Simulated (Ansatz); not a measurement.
```yaml
crystal:
  periodic: [false, false, false]
  atoms:
    - {symbol: S, position_ang: [-2.020096, 0.111597, -0.527617]}
    - {symbol: Si, position_ang: [-0.098678, 0.366780, 0.350742]}
    - {symbol: Se, position_ang: [1.054101, -1.593248, 0.187089]}
    - {symbol: H, position_ang: [-1.537079, -0.224272, -1.736418]}
    - {symbol: H, position_ang: [0.704156, 1.429370, -0.302978]}
    - {symbol: H, position_ang: [-0.394075, 0.748054, 1.752337]}
    - {symbol: H, position_ang: [-1.720096, 0.411597, -0.527617]}
basis:
  gaussian: {orbitals: def2-TZVPP, nuclear_model: gaussian}
hamiltonian: {xc: {name: wB97X}, pseudopotentials: {relativity: scalar}}
```

```sh
$ ansatz run in.yaml --threads 2 --pin off --events-out ev --progress --plain --max-ram 4352MiB
```

Output, abridged:

```
Functional definition: wB97X
1227 factors; their error is unknown
240 factors; integrals over basis functions are off by at most 2.4e-5 eV
mean field evaluation 1: about -84666.8751 eV, gradient 3.6e1 eV
mean field evaluation 2: about -84668.4981 eV, gradient 2.2e1 eV
mean field evaluation 4: about -84669.4799 eV, gradient 1.1e0 eV
mean field evaluation 8: about -84669.7517 eV, gradient 6.4e-2 eV
mean field evaluation 16: about -84669.7518 eV, gradient 5.9e-5 eV
mean field -84669.75178452 eV, -3111.5559868619 hartree, gradient 6.0e-5 eV, S^2 0.000000; 0 other end points of the search recorded, 0 dependent functions left out
reference -84669.75175405 eV, -3111.5559857422 hartree; 34, 34 occupied and 154, 154 virtual orbitals, 1227 factors
Total energy: -84669.75175405 eV, -3111.5559857422 hartree
Relativity: scalar
```

In this input one atom was put on top of another. The calculation finished and met its thresholds. The result belongs to that input, not to the molecule as meant.
